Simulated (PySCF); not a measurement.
Structure from 2D NMR

Compound of formula C5H6Cl2Si. Correlations simulated from computed shifts and the bond graph:

HSQC (one-bond C–H):
```
  δH     δC
7.12  154.7
6.78  146.4
6.55  140.4
6.52   87.0
```

COSY cross peaks (H two or three bonds apart, from the bond graph; peaks can be absent where the dihedral angle is near 90°):
```
  δH    δH
7.12  6.78
7.12  6.55
6.55  4.97
```

HMBC (two and three bonds, from the bond graph):
```
  δH                                δC
7.12               155.9, 146.4, 140.4
6.78         155.9, 154.7, 140.4, 87.0
6.55               155.9, 154.7, 146.4
6.52                      155.9, 146.4
4.97  155.9, 154.7, 146.4, 140.4, 87.0
```

Carbons without hydrogens: δ 155.9.

Theoretical values (PySCF 2.14.0 with density-fitted response routines): NMR shieldings at PBE0/pcSseg-1/GIAO, coordinates at the GFN2-xTB level. One computed conformer, no solvent model, non-relativistic Hamiltonian, fast rotation and ring inversion assumed for equivalent nuclei.

References, each an isolated molecule treated in the same way: $^{1}$H, $^{13}$C against TMS.

Exchangeable hydrogens are left out of these lists.

Q: Which molecule is this?

A: SMILES C(Cl)(Cl)C1=CC=C[SiH2]1.

Numbering as in the mapped SMILES `[Cl:1][CH:2]([Cl:3])[C:4]1=[CH:5][CH:6]=[CH:7][SiH2:8]1`. Each H is labelled by its parent atom.

1. δC 155.9 is C4, a fully substituted alkene carbon.
2. δC 154.7 is C6, an alkene CH (δH 7.12).
3. δC 146.4 is C5, an alkene CH (δH 6.78).
4. δC 140.4 is C7, an alkene CH (δH 6.55).
5. δC 87.0 is C2, an allylic sp3 CH bonded to 2 Cl (δH 6.52).
6. HMBC from δH 7.12 reaches the proton-free carbon C4.
7. HMBC from δH 6.78 reaches the proton-free carbon C4.
8. HMBC from δH 6.55 reaches the proton-free carbon C4.
9. HMBC from δH 6.52 reaches the proton-free carbon C4.
10. COSY links 7.12–6.78, 7.12–6.55, 6.55–4.97.

This is the structure that produced the data.

Carbons that carry Cl, above all several Cl atoms, come out too deshielded, partly because spin–orbit coupling is missing. Shifts are as computed. Against solution values, carbons near 30 ppm lie about +3 ppm off and those near 130 ppm about +5 ppm; carbons on Cl a further +6 ppm. Of 1211 compounds with measured shifts, 218 miss one by over three times the rms of a fit or turn the order of signals round; such compounds aren't used in these exercises.
